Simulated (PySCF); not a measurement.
**Computed structure and properties of [ReOCl3]2+**

System: [ReOCl3]2+ (singlet); start: displaced along the imaginary mode (Cs). Method: PySCF 2.14.0, RKS PBE0, Re def2-SVP with ECP60, O def2-SVP, Cl def2-SVP; non-relativistic Hamiltonian with scalar-relativistic core potentials where named; density fitting; no spin-orbit coupling.

Input of the relaxation:

```python
mol = gto.M(atom='''
Re     0.21563     0.00000     0.02133
O      1.86054    -0.00000    -0.25000
Cl     0.05039     2.21053     0.04380
Cl    -2.10466    -0.00000    -0.08731
Cl     0.05039    -2.21053     0.04380''',
    basis={'Re': 'def2-SVP', 'O': 'def2-SVP', 'Cl': 'def2-SVP'},
    ecp={'Re': 'def2-SVP'},
    charge=2, spin=0)
mf = dft.RKS(mol, xc='PBE0')
mf.grids.atom_grid = (50, 194)
mf = mf.density_fit()  # fitting sets: Re def2-universal-JKFIT, O def2-universal-JKFIT, Cl def2-universal-JKFIT
mf.conv_tol = 1e-08; mf.max_cycle = 55
mf.kernel(dm0)  # dm0: converged density of the start geometry
# quasi-Newton relaxation in Cartesian coordinates to a largest gradient under 0.00045 Eh/bohr, steps kept in the point group
```

Run from Python with OMP_NUM_THREADS=2; the lines above give its settings. Where DIIS fails, smearing, a level shift and second-order steps follow.
It took 47 s on 2 threads of Arm Neoverse V1 (shared host), from the converged density of the start.

Course of the relaxation:

```tsv
step	energy above end (eV)	largest force component within the symmetry (eV/Å)
0	4.9096	1.283
1	4.1901	1.328
2	3.3698	3.253
3	2.3342	3.954
4	1.2644	1.816
5	0.6053	1.407
6	0.3466	2.233
7	0.1983	2.025
8	0.0486	0.494
9	0.0161	0.878
10	0.0074	0.471
11	0.0001	0.101
12	0.0000	0.030
13	0.0000	0.009
```

Relaxed geometry (C3v):

```xyz
5

Re    0.0518    0.0000   -0.0811
O     1.2436    0.0000   -1.2075
Cl    0.2959    1.7729    1.0973
Cl   -1.8149    0.0000   -1.1343
Cl    0.2959   -1.7729    1.0973
```

```tsv
contact	Å
Re1–O2 (O)	1.640
Re1–Cl3 (Cl)	2.143
Re1–Cl4 (Cl)	2.143
Re1–Cl5 (Cl)	2.143
```

On the finer grid (75, 302):

| Property | Result |
| --- | --- |
| HOMO | -21.74 eV |
| LUMO | -16.85 eV |
| Dipole about the centre of mass | 2.03 D |
| Set of Mulliken populations of Re1 outside the core potential | s 2.53, p 6.27, d 4.92, f 0.17 |
| D3(BJ) dispersion energy (not in the energies) | -0.203 eV |

```tsv
atom	Mulliken (e)	Löwdin (e)	spin (e)
Re1	1.10	-0.10	0.00
O2	0.02	0.20	0.00
Cl3	0.29	0.63	0.00
Cl4	0.29	0.63	0.00
Cl5	0.29	0.63	0.00
```

A rough frequency check found all modes real, so this is a minimum.

Rigid scan of O along the line from its metal:

distance to O2 (Å), energy (eV) and a bar:
```
     1.34      5.604 ##############################
     1.44      2.030 ###########
     1.54      0.416 ##
     1.64      0.000 
     1.74      0.289 ##
     1.84      0.969 #####
     1.94      1.846 ##########
     2.09      3.275 ##################
```

Taking off one Cl (charge -1, singlet; the rest: singlet) in vacuum, both parts rigid, costs 25.20 eV; the small basis without counterpoise inflates it. Most of it is the attraction of opposite charges; other ways to part are cheaper, and one spin state was tried for the rest.

Rigid scan of Cl along the line from its metal:

```csv
distance to Cl3 (Å),energy (eV)
1.84,1.963
1.94,0.736
2.04,0.157
2.14,0.000
2.24,0.112
2.34,0.390
2.54,1.185
```

One start shape was tried, so this needn't be the lowest isomer.
